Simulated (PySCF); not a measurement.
A GIAO shielding run with PySCF 2.14.0 with density-fitted response routines (density fitting, non-relativistic, gas phase) on `InChI=1S/C4H10Si/c5-3-4-1-2-4/h4H,1-3H2,5H3`:

```
$ OMP_NUM_THREADS=1 python probes_run.py task.json out

{"job": {"kind": "nmr", "xc": "PBE0", "basis": "pcSseg-1"}, "charge": 0, "multiplicity": 1}
Si     2.182334    -0.209972     0.355451
C      0.672949     0.608963    -0.466624
C     -0.537356    -0.291760    -0.474504
C     -1.397860    -0.396322     0.746168
C     -1.918131     0.292891    -0.480676
H      3.308370     0.726002     0.314858
H      2.531014    -1.431627    -0.373216
H      1.865134    -0.542714     1.745338
H      0.916928     0.887739    -1.495068
H      0.424745     1.535349     0.055038
H     -0.395072    -1.201984    -1.045949
H     -1.813150    -1.356671     1.012322
H     -1.141307     0.215174     1.598384
H     -2.688866    -0.195478    -1.058159
H     -2.014146     1.368400    -0.455275
```

Hardware: 1 thread of an Arm Neoverse V1, shared host. The job also computes population analyses, field gradients, ring-centre shieldings.

Question: How large is the calculation?

Answer: 48 electrons, 142 basis functions and 757 auxiliary functions.

Question: How long does it take, and how much memory does it need?

Answer: 18 s of wall time, with 12 SCF cycles and 4 response iterations; peak memory 0.7 GiB. Times on a shared host scatter by some tens of per cent.
